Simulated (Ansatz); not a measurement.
`[Cl][SbH2]` + `N[SiH3]` → `[SiH3][NH][SbH2]` + HCl  (ligand exchange at the Sb–Cl bond)

Calculated with Ansatz (gas phase, PBE0-D4/def2-TZVP geometries, no zero-point term in ΔE). CBS: MP2 limit from def2 TZ/QZ plus the TZ coupled-cluster correction, frozen cores. This one scheme is used for every species. DFT in def2-TZVPP. Elements past krypton have def2 core potentials. For Sb outer-core shells are correlated without core-valence functions, which leaves a few kJ/mol of doubt a bond.

`[Cl][SbH2]`:

Cartesian coordinates in Å:
```
Cl 0.202 -1.432 -1.276
Sb -0.553 0.531 -0.215
H 1.021 1.093 0.157
H -0.670 -0.193 1.333
```

`N[SiH3]`:

```xyz
7

N     0.365   -0.905    0.430
Si   -0.227    0.502   -0.362
H    -0.235   -1.411    1.061
H     1.320   -0.932    0.749
H    -1.545    0.168   -0.961
H    -0.424    1.705    0.503
H     0.746    0.874   -1.421
```

`[SiH3][NH][SbH2]`:

Cartesian coordinates in Å:
```
Si -1.062 0.278 -0.536
N 0.636 0.051 -0.681
Sb 1.902 -0.479 0.812
H -1.811 -0.976 -0.227
H -1.587 0.828 -1.816
H -1.324 1.230 0.576
H 1.013 -0.140 -1.596
H 0.831 -1.568 1.602
H 1.402 0.776 1.865
```

HCl:

Z-matrix (Å, degrees):
```
Cl
H 1 1.279
```

```tsv
level	ΔE (kJ/mol)
PBE-D4	73.8
revPBE-D4	70.9
MP2/def2-TZVPP	59.7
MP2/CBS(def2)	67.1
```

(1) What does CCSD(T)/CBS give? (Estimate.)

Largest T1 diagnostic among the species: 0.013.

Results:

(1) Computed: +67.6 kJ/mol. The listed levels differ from it by 6.2, 3.3, -7.9, -0.5 kJ/mol.

In def2-TZVPP, CCSD(T) changes the Hartree–Fock value by −24.0 kJ/mol (the triples alone add −2.8 kJ/mol) and MP2 by −24.4 kJ/mol. The D4 term adds −8.3 kJ/mol with B3LYP and −4.6 kJ/mol with PBE0; it sums over pairs of atoms, weighted by their polarisabilities, and B3LYP, whose exchange is more repulsive, gets the larger term. Leaving LDA and LC-ωPBE aside and taking each functional with its dispersion term where it has one, the values, not all of them listed here, spread over 6.1 kJ/mol, from PBE-QIDH to B97M-V. LDA lies −9.1 kJ/mol from PBE without D4.

B3LYP here is the variant with VWN-RPA as its local correlation; programs differ in this.
